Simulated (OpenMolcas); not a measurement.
Yb3+: effect of the metal basis and ligand basis

Yb3+ with 6 ligands (chloride) in octahedral coordination (Oh) at 2.63 Å. A charge of +0.5 e stands 2.6 Å behind each ligand.

| Quantity | Value |
| --- | --- |
| Program | OpenMolcas 26.06 |
| Method | SS-CASPT2, IPEA 0.25 Eh, imaginary shift 0.1 Eh (closed shells correlated: 5s 5p and the ligand valence shells) |
| Spin-orbit coupling | RASSI with atomic mean-field integrals over the reference wave functions |

Fixed: active space 13 electrons in 7 orbitals (4f), DKH2 Hamiltonian.

States (labels of O, the rotations of Oh). Energies in cm-1 above the lowest state or level, χT in cm3 K/mol; under a threefold ground state the first gap can be a small split of the lowest multiplet, not the spin-orbit step.

```json
{"Run": "A", "Metal basis": "ANO-RCC-VDZP", "Ligand basis": "ANO-RCC-VDZP", "Ground state": "2T1", "First state of that spin": "2T2 290", "First gap with spin-orbit (degeneracies)": "180 (2, 4)", "Width of lowest J": "422", "χT at 300 K": "2.444", "Cost": "roughly 50 core-seconds"}
{"Run": "B", "Metal basis": "ANO-RCC-VTZP", "Ligand basis": "ANO-RCC-VTZP", "Ground state": "2T1", "First state of that spin": "2T2 330", "First gap with spin-orbit (degeneracies)": "210 (2, 4)", "Width of lowest J": "460", "χT at 300 K": "2.423", "Cost": "roughly 4 core-minutes"}
```

Against A, the width of the lowest J multiplet changes by +9.0 % in B.

Costs are those of the CASPT2 steps.

Roots that are degenerate in the reference are averaged as groups; the widest CASPT2 spread within a group is 43 cm-1 (the 3-fold group of multiplicity 2 near 329 cm-1 above the lowest state of its run, B). Shifts and gaps below about the spread of the groups concerned are not significant. Over all roots computed the reference weight is 0.65 in A, 0.61 in B; a low but even weight reflects the number of correlated electrons. Splittings of an f shell from a small cluster at a set distance can be off by tens of per cent, mostly too small. No measured value stands beside these numbers; the geometry is a model, was not optimised and need not be the one that this ion takes.
